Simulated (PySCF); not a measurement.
C7H8O.
Numbering: `[CH2:1]=[CH:2][CH2:3][c:4]1[cH:5][cH:6][o:7][cH:8]1` (hydrogens: H9, H10 on C1; H11 on C2; H12, H13 on C3; H14 on C5; H15 on C6; H16 on C8)

The same species was optimised twice, with GFN2-xTB and with PBE0-D3(BJ)/def2-SVP (PySCF), and the same property calculations (PySCF, gas phase) were run on both structures.

| coordinate | GFN2-xTB | PBE0-D3(BJ)/def2-SVP | change |
| --- | --- | --- | --- |
| C1=C2 (Å) | 1.319 | 1.333 | +0.014 |
| C4–C5 (Å) | 1.422 | 1.436 | +0.014 |
| C6–O7 (Å) | 1.343 | 1.348 | +0.005 |
| C3–C4 (Å) | 1.494 | 1.498 | +0.004 |
| O7–C8 (Å) | 1.346 | 1.349 | +0.003 |
| C5–C6 (Å) | 1.358 | 1.362 | +0.004 |
| C4–C8 (Å) | 1.363 | 1.365 | +0.002 |
| C2–C3 (Å) | 1.501 | 1.500 | -0.001 |
| C2–C3–C4 (°) | 110.1 | 112.5 | +2.4 |
| C1–C2–C3 (°) | 124.5 | 125.0 | +0.5 |
| C6–O7–C8 (°) | 106.9 | 107.3 | +0.4 |
| C3–C4–C5 (°) | 126.5 | 126.9 | +0.4 |
| C3–C4–C8 (°) | 128.1 | 127.8 | -0.3 |
| C5–C6–O7 (°) | 110.7 | 110.5 | -0.2 |
| C5–C4–C8 (°) | 105.3 | 105.2 | -0.1 |
| C4–C8–O7 (°) | 110.9 | 110.9 | 0.0 |
| C1–C2–C3–C4 (°) | 121 | 120 | -1 |
| C2–C3–C4–C5 (°) | -76 | -57 | +19 |

Rotational constants: A = 5798, B = 1211, C = 1095 MHz (GFN2-xTB) against A = 6016, B = 1188, C = 1051 MHz (PBE0-D3(BJ)/def2-SVP). Point groups within 0.08 Å: C1 and C1.

On the GFN2-xTB structure: lowest singlet, TDDFT (eV) 6.13 [CAM-B3LYP/def2-SVPD]; isotropic polarisability (au) 82.2 [CAM-B3LYP/def2-SVPD]; HOMO (eV) -7.87 [CAM-B3LYP/def2-SVPD]; LUMO (eV) 1.06 [CAM-B3LYP/def2-SVPD]; dipole (D) 0.69 [CAM-B3LYP/def2-SVPD]; HOMO (eV) -6.56 [PBE0/pcSseg-1]; LUMO (eV) 0.11 [PBE0/pcSseg-1]; dipole (D) 0.59 [PBE0/pcSseg-1]; GIAO shielding of C1 (ppm) 67.4 [PBE0/pcSseg-1]; GIAO shielding of C2 (ppm) 37.3 [PBE0/pcSseg-1]; GIAO shielding of C3 (ppm) 151.0 [PBE0/pcSseg-1]; GIAO shielding of C4 (ppm) 55.3 [PBE0/pcSseg-1]; GIAO shielding of C5 (ppm) 67.9 [PBE0/pcSseg-1]; GIAO shielding of C6 (ppm) 38.7 [PBE0/pcSseg-1]; GIAO shielding of O7 (ppm) 38.0 [PBE0/pcSseg-1]; GIAO shielding of C8 (ppm) 43.5 [PBE0/pcSseg-1].

Question: What do these properties become on the PBE0-D3(BJ)/def2-SVP structure?

Answer: 
| property | level | on GFN2-xTB | on PBE0-D3(BJ)/def2-SVP | change |
| --- | --- | --- | --- | --- |
| lowest singlet, TDDFT (eV) | CAM-B3LYP/def2-SVPD | 6.13 | 6.13 | 0.00 |
| isotropic polarisability (au) | CAM-B3LYP/def2-SVPD | 82.2 | 83.7 | +1.5 |
| HOMO (eV) | CAM-B3LYP/def2-SVPD | -7.87 | -7.89 | -0.02 |
| LUMO (eV) | CAM-B3LYP/def2-SVPD | 1.06 | 1.01 | -0.05 |
| dipole (D) | CAM-B3LYP/def2-SVPD | 0.69 | 0.64 | -0.05 |
| energy, GFN2-xTB geometry as zero (kcal/mol) | CAM-B3LYP/def2-SVPD | 0.0 | -1.4 | -1.4 |
| HOMO (eV) | PBE0/pcSseg-1 | -6.56 | -6.59 | -0.03 |
| LUMO (eV) | PBE0/pcSseg-1 | 0.11 | 0.05 | -0.06 |
| dipole (D) | PBE0/pcSseg-1 | 0.59 | 0.54 | -0.05 |
| energy, GFN2-xTB geometry as zero (kcal/mol) | PBE0/pcSseg-1 | 0.0 | -0.9 | -0.9 |
| GIAO shielding of C1 (ppm) | PBE0/pcSseg-1 | 67.4 | 61.8 | -5.6 |
| GIAO shielding of C2 (ppm) | PBE0/pcSseg-1 | 37.3 | 36.1 | -1.2 |
| GIAO shielding of C3 (ppm) | PBE0/pcSseg-1 | 151.0 | 150.4 | -0.6 |
| GIAO shielding of C4 (ppm) | PBE0/pcSseg-1 | 55.3 | 55.2 | -0.1 |
| GIAO shielding of C5 (ppm) | PBE0/pcSseg-1 | 67.9 | 66.9 | -1.0 |
| GIAO shielding of C6 (ppm) | PBE0/pcSseg-1 | 38.7 | 37.3 | -1.4 |
| GIAO shielding of O7 (ppm) | PBE0/pcSseg-1 | 38.0 | 34.8 | -3.2 |
| GIAO shielding of C8 (ppm) | PBE0/pcSseg-1 | 43.5 | 42.0 | -1.5 |

The heavy atoms differ by 0.151 Å rms after alignment. Among bonds between heavy atoms C1=C2 and C4–C5 change most and about equally (+0.014 Å). Changes are differences of the printed values. Neither structure is proved a minimum here.

The values belong to the conformer `[CH2:1]=[CH:2][CH2:3][c:4]1[cH:5][cH:6][o:7][cH:8]1`: C1–C2–C3–C4 120°, C2–C3–C4–C5 -57°.
